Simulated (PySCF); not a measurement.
Compound: C8H5N.
SMILES with atom numbers: `[CH2:1]=[CH:2][CH2:3][C:4]#[C:5][C:6]#[C:7][C:8]#[N:9]` (hydrogens: H10, H11 on C1; H12 on C2; H13, H14 on C3)

Structure used (GFN2-xTB), in Å, numbered top down from 1:
```
atom  x, y, z in Å
C1    -2.725   -1.063   -1.315
C2    -1.409   -1.020   -1.387
C3    -0.495   -1.564   -0.323
C4     0.349   -0.519    0.202
C5     1.037    0.386    0.616
C6     1.819    1.366    1.108
C7     2.529    2.247    1.560
C8     3.324    3.217    2.068
N9     4.004    4.039    2.503
H10   -3.237   -1.498   -0.473
H11   -3.349   -0.670   -2.099
H12   -0.912   -0.573   -2.237
H13    0.143   -2.347   -0.752
H14   -1.079   -2.001    0.493
```

Computed with PySCF, TDDFT wB97X-D/def2-SVPD, vertical, gas phase, core orbitals frozen in the response.

Transition dipole moments from the ground state, in atomic units and in the frame of the coordinates above (overall signs are arbitrary), for the states with f of 0.002 or more among the lowest 8:

| state | E (hartree) | μx | μy | μz |
| --- | --- | --- | --- | --- |
| S4 | 0.2310 | 0.160 | 0.084 | 0.069 |
| S5 | 0.2373 | 1.424 | 1.095 | 0.698 |
| S7 | 0.2443 | -1.333 | -1.206 | -0.726 |
| S8 | 0.2507 | 0.355 | 0.509 | 0.226 |

(1) What oscillator strength does each state have?

(2) What angle do the transition dipoles of S5 and S8 make?

(3) What peak molar absorption coefficient would the strongest computed level give as a lone Gaussian band 0.4 eV wide at half height?

Answers

(1) f = (2/3) ΔE |μ|² with ΔE in hartree (27.2114 eV).

```
state  |μ|² (au)  |μ| (D)      f
   S4      0.037     0.49  0.006
   S5      3.714     4.90  0.587
   S7      3.761     4.93  0.613
   S8      0.436     1.68  0.073
```

(2) |cos θ| = |μa·μb| / (|μa| |μb|) = 0.96, so θ ≈ 16° (taken between 0 and 90°, since the signs are arbitrary).

(3) ε(max) = 2.175×10⁸ f / FWHM, with the width in cm⁻¹. S7: 2.175×10⁸ × 0.6127 / 3226 ≈ 41000 L mol⁻¹ cm⁻¹.

One conformer stands for the species.
